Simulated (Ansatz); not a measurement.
`[GeH3][CH]1[CH2][GaH]1` + `BO` → `B[O][GeH3]` + `[CH2]1[CH2][GaH]1` at 600 K and 1 bar (ligand exchange at a Ge–C bond).

Program: Ansatz. Geometries: PBE0-D4/def2-TZVP. ΔE: electronic, gas phase. CCSD(T)/CBS is the MP2 limit (def2-TZVPP, def2-QZVPP) plus CCSD(T) − MP2 in def2-TZVPP, frozen cores. This one scheme is used for every species. For Ga, Ge outer-core shells are correlated without core-valence functions, which leaves a few kJ/mol of doubt a bond. Scalar relativity is left out up to krypton.

| species | CCSD(T)/CBS energy (Eh) | H − E (kJ/mol) | S (J/(mol·K)) |
| --- | --- | --- | --- |
| `[GeH3][CH]1[CH2][GaH]1` | -4080.30519 | 253.4 | 449.4 |
| `BO` | -101.80414 | 119.7 | 267.1 |
| `B[O][GeH3]` | -2179.12438 | 175.0 | 373.9 |
| `[CH2]1[CH2][GaH]1` | -2002.97474 | 195.1 | 346.4 |

H − E and S are ideal-gas, rigid-rotor, harmonic terms from PBE0-D4/def2-TZVP, for one conformer and one mirror image of each species. 1 Eh = 2625.50 kJ/mol, R = 8.31446 J/(mol·K).

Q: By hand: ΔE, ΔH, ΔS and ΔG.

A: ΔE = (-2179.12438) + (-2002.97474) − (-4080.30519) − (-101.80414) = 0.01021 Eh = 26.8 kJ/mol. Δ(H − E) = 175.0 + 195.1 − 253.4 − 119.7 = -3.0, so ΔH = 23.8 kJ/mol. ΔS = 373.9 + 346.4 − 449.4 − 267.1 = 3.8 J/(mol·K). ΔG = 23.8 − 600 × (3.8)/1000 = 21.5 kJ/mol.

Q: By hand: the equilibrium constant, and the temperature at which ΔG would vanish if ΔH and ΔS stayed fixed.

A: log₁₀ K = −ΔG/(RT ln 10) = -1.9. ΔG = 0 at ΔH/ΔS = 6263 K, far beyond where these terms or the molecules hold.

The number of gas molecules stays the same, so ΔS is small and ΔH decides. A doubt of 5 kJ/mol in ΔE shifts log₁₀ K by 0.4 here. Other conformers and mirror images would add mixing entropy, several J/(mol·K) or more a flexible species. These are equilibria of isolated gas molecules and say nothing of rates. Largest T1 diagnostic: 0.016 (customary marks: 0.02 for closed shells, 0.045 for open ones).
